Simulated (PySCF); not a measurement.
# Mo²⁴⁺ (molybdenum, charge +24) across methods

[Ar], closed-shell 1S. All numbers are calculated (PySCF 2.14, the spin-free X2C one-electron Hamiltonian (Gaussian nucleus), in an even-tempered Gaussian basis (18 s from 2.9 bohr⁻², ratio 2.5; 12 p from 3.8 bohr⁻², ratio 2.5; 5 d from 19 bohr⁻², ratio 2.7; 4 f from 28 bohr⁻², ratio 2.7)).

```tsv
method	E (hartree)	mean ε 2p (eV)	mean ε 3s (eV)	mean ε 3p (eV)	Σ⟨r²⟩ (bohr²)	⟨S²⟩
PBE	-3684.80	-3540.5	-1337.4	-1243.5	1.513	0.000
M06-L	-3685.09	-3553.4	-1344.5	-1246.4	1.511	0.000
UHF	-3684.11310	-3634.9	-1381.5	-1272.3	1.515	0.000
r2SCAN	-3685.10	-3552.5	-1343.2	-1246.2	1.514	0.000
PBE0	-3684.84	-3564.5	-1348.9	-1251.2	1.514	0.000
LDA	-3680.21	-3539.0	-1335.5	-1242.8	1.514	0.000
```

(1) Estimate the same row for M06-2X.

## Answers

(1) E (hartree) = -3685.43; mean ε 2p (eV) = -3588.2; mean ε 3s (eV) = -1358.1; mean ε 3p (eV) = -1258.9; Σ⟨r²⟩ (bohr²) = 1.513; ⟨S²⟩ = 0.000.
